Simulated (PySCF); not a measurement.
Ground-state electric properties of a mixed set of molecules.

All values: CAM-B3LYP/def2-SVPD (PySCF) at PBE0-D3(BJ)/def2-SVP geometries, gas phase, one conformer each. Core orbitals are frozen in the response; Δα² is half the sum of the squared differences of the principal polarisabilities. The calculation is non-relativistic, for germanium too.

Question: Rank by dipole moment, lowest first.
A. `[CH3:1]/[N:2]=[CH:3]\[CH2:4][O:5][GeH2:6][O:7][CH3:8]` with N2–C3–C4–O5 -176°, C3–C4–O5–Ge6 176°, C4–O5–Ge6–O7 -59°, O5–Ge6–O7–C8 -64°
B. `N#CC#[C][Li]`
C. BeMe(SiH3) (`[CH3][Be][SiH3]`)
D. 1,3,4-thiadiazole, `c1nncs1`
E. Ti(OEt)Cl3, `CC[O][Ti]([Cl])([Cl])[Cl]`
F. `[CH3:1][CH2:2][CH2:3][GeH2:4][GeH3:5]` with C1–C2–C3–Ge4 180°, C2–C3–Ge4–Ge5 -60°

Answer: F (0.94 D), C (1.12 D), A (2.20 D), D (3.46 D), E (3.98 D), B (11.13 D).

Question: Rank by polarisability anisotropy Δα, lowest first.
A. 1,3,4-thiadiazole (`c1nncs1`)
B. `[CH3:1]/[N:2]=[CH:3]\[CH2:4][O:5][GeH2:6][O:7][CH3:8]` with N2–C3–C4–O5 -176°, C3–C4–O5–Ge6 176°, C4–O5–Ge6–O7 -59°, O5–Ge6–O7–C8 -64°
C. `[Li][C]#CC#N`
D. Ti(OEt)Cl3, `CC[O][Ti]([Cl])([Cl])[Cl]`
E. `[CH3:1][CH2:2][CH2:3][GeH2:4][GeH3:5]` with C1–C2–C3–Ge4 180°, C2–C3–Ge4–Ge5 -60°

Answer: D (2.66 Å³), A (3.69 Å³), E (4.15 Å³), B (4.53 Å³), C (8.12 Å³).

Question: Rank by HOMO–LUMO gap, highest first.
A. `[Li][C]#CC#N`
B. `CC[O][Ti]([Cl])([Cl])[Cl]`
C. `C/N=C\C[O][GeH2][O]C`
D. `CC(C)[C@@H]1C=CC[SiH2]1`
E. `[CH3][Be][SiH3]`
F. `CC[CH2][GeH2][GeH3]`

Answer: F (9.91 eV), D (9.59 eV), C (9.37 eV), E (9.04 eV), B (8.33 eV), A (7.11 eV).

All values together:

```tsv
SMILES	formula	μ (D)	HOMO (eV)	LUMO (eV)	α (Å³)	Δα (Å³)	electrons	α per electron (Å³)	ΔSCF removal energy (eV)
C/N=C\C[O][GeH2][O]C	C4H11GeNO2	2.20	-8.41	0.95	14.01	4.53	90	0.156	9.20
[CH3][Be][SiH3]	CH6BeSi	1.12	-9.05	-0.01	9.11	2.49	30	0.304	–
CC[CH2][GeH2][GeH3]	C3H12Ge2	0.94	-9.02	0.89	15.62	4.15	94	0.166	9.75
[Li][C]#CC#N	C3LiN	11.13	-8.37	-1.26	7.40	8.12	28	0.264	9.44
CC[O][Ti]([Cl])([Cl])[Cl]	C2H5Cl3OTi	3.98	-10.43	-2.10	16.24	2.66	98	0.166	–
CC(C)[C@@H]1C=CC[SiH2]1	C7H14Si	0.44	-8.35	1.24	15.82	3.97	70	0.226	9.02
c1nncs1	C2H2N2S	3.46	-9.23	-0.27	7.64	3.69	44	0.174	10.10
```

Conformers: `[CH3:1]/[N:2]=[CH:3]\[CH2:4][O:5][GeH2:6][O:7][CH3:8]` with N2–C3–C4–O5 -176°, C3–C4–O5–Ge6 176°, C4–O5–Ge6–O7 -59°, O5–Ge6–O7–C8 -64°; `[CH3:1][CH2:2][CH2:3][GeH2:4][GeH3:5]` with C1–C2–C3–Ge4 180°, C2–C3–Ge4–Ge5 -60°; `CC[O][Ti]([Cl])([Cl])[Cl]` (singlet state); `[CH3:1][CH:2]([CH3:3])[C@@H:4]1[CH:5]=[CH:6][CH2:7][SiH2:8]1` with C1–C2–C4–C5 -175°.

A dash marks a removal energy that wasn't run or isn't settled.

Q: By how much does the ΔSCF value exceed −ε(HOMO) over the species that have both?

A: By 0.67 to 1.07 eV, 0.83 eV on average, over 5 species.
